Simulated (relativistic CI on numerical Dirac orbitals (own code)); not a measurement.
Sensitivity of the levels of Zn to α and to the nuclear radius

Computed by Dirac-Coulomb-Breit CI, orbitals from a KLI potential per configuration, valence Slater integrals scaled by 0.85, P86 correlation energy added to each configuration, derivatives by finite differences, QED left out (own radial code, finite nucleus).

Configurations in the expansion (outside the closed core [Ar] 3d10): 4s2, 4s.4p, 4s.5s, 4s.4d, 4s.5d, 4p2, 4s.5p, 4s.4f. Levels of other configurations are missing.

With x = (α/α₀)² − 1 an excitation energy changes as ω = ω₀ + qx; K = 2q/ω₀ is the relative enhancement. Terms are leading LS components, so labels can repeat. The field-shift factor is F = δν/δ⟨r²⟩ for the transition from the lowest level.

Lowest level 4s2 1S_0.

| Level | ω₀ (cm⁻¹) | q (cm⁻¹) | K | F (GHz/fm²) |
| --- | --- | --- | --- | --- |
| 4s.4p 3P°_0 | 27975.9 | 956.4 | 0.0684 | -0.847 |
| 4s.4p 3P°_1 | 28137.9 | 1124 | 0.0799 | -0.847 |
| 4s.4p 3P°_2 | 28462.5 | 1460 | 0.103 | -0.847 |
| 4s.4p 1P°_1 | 44725.9 | 1151 | 0.0515 | -0.577 |
| 4s.5s 3S_1 | 48777.2 | 984 | 0.0403 | -0.367 |
| 4s.5s 1S_0 | 51125.6 | 970.4 | 0.038 | -0.348 |
| 4s.5p 3P°_0 | 56381.6 | 1111 | 0.0394 | -0.466 |
| 4s.5p 3P°_1 | 56399.7 | 1129 | 0.04 | -0.465 |
| 4s.5p 3P°_2 | 56435.5 | 1166 | 0.0413 | -0.464 |
| 4s.4d 1D_2 | 57058.6 | 1309 | 0.0459 | -0.555 |
| 4s.4d 3D_1 | 57553.1 | 1224 | 0.0425 | -0.488 |
| 4s.4d 3D_2 | 57554.7 | 1226 | 0.0426 | -0.488 |
| 4s.4d 3D_3 | 57557.0 | 1228 | 0.0427 | -0.488 |

Correlation outside the listed configurations is missing or only estimated: errors of thousands of cm⁻¹ between configurations and terms are usual at this charge. Rates and lifetimes follow the computed energies and can be off by large factors. The fine structure of a lone outer electron comes out too small, for d and f at times inverted, and misplaced configurations move strength between like terms.
